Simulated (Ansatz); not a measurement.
```xyz
9

F     0.1788    0.6058    2.0587
C     0.3488    0.7580    0.7156
O     1.3363   -0.1954    0.2785
B     0.6795   -0.9967   -0.6104
Cl    1.4809   -2.2841   -1.4518
Si   -1.0481    0.0083   -0.4028
H     0.7439    1.7613    0.5397
H    -2.1872   -0.5548    0.3623
H    -1.5330    0.8975   -1.4899
```

Charge 0, multiplicity 1.

**Question.** List the PBE0/def2-TZVPP orbital energies in eV (Ansatz 0.2.0). (An estimate is asked.)

**Answer.** The calculation gave: Occupied: -2767.77, -1802.90, -674.28, -524.14, -281.86, -259.63, -197.91, -197.80, -197.76, -186.79, -145.29, -99.96, -99.93, -99.91, -34.30, -29.96, -23.74, -19.46, -16.68, -15.25, -15.09, -13.38, -13.07, -12.37, -11.42, -11.22, -10.31, -9.89, -9.68, -8.65, -8.11. Lowest empty: -1.40, -0.34, 0.84, 1.17, 1.44, 2.23, 2.31, 2.49.
